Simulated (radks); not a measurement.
Coulomb parameter of the 5d shell of the platinum ion Pt3+ in the model configuration [Xe] 4f14 5d6 6s1, as a second difference U = [E(n + 0.25) + E(n - 0.25) - 2 E(n)] / (0.25)^2 with all orbitals relaxed. "Bare": the charge of the atom changes with n. "Screened": the 6s shell takes up the change at fixed total charge, which measures U(5d,5d) + U(6s,6s) - 2 U(5d,6s). Method: scalar-relativistic Kohn-Sham, LDA (Slater exchange, Perdew-Wang correlation), spin-unpolarised, spherical densities, point nucleus; computed with a radial shooting solver on a logarithmic mesh with Libxc functionals.

[
 {"case": "start", "configuration": "[Xe] 4f14 5d6 6s1", "E - E(n) (eV)": "0.000"},
 {"case": "bare +0.25", "configuration": "[Xe] 4f14 5d6.25 6s1", "E - E(n) (eV)": "-10.044"},
 {"case": "bare -0.25", "configuration": "[Xe] 4f14 5d5.75 6s1", "E - E(n) (eV)": "10.901"},
 {"case": "screened +0.25", "configuration": "[Xe] 4f14 5d6.25 6s0.75", "E - E(n) (eV)": "-1.853"},
 {"case": "screened -0.25", "configuration": "[Xe] 4f14 5d5.75 6s1.25", "E - E(n) (eV)": "1.937"}
]

U(bare) = 13.710 eV, U(screened by 6s) = 1.351 eV, against the Slater integral F0(5d,5d) = 16.844 eV with frozen orbitals.
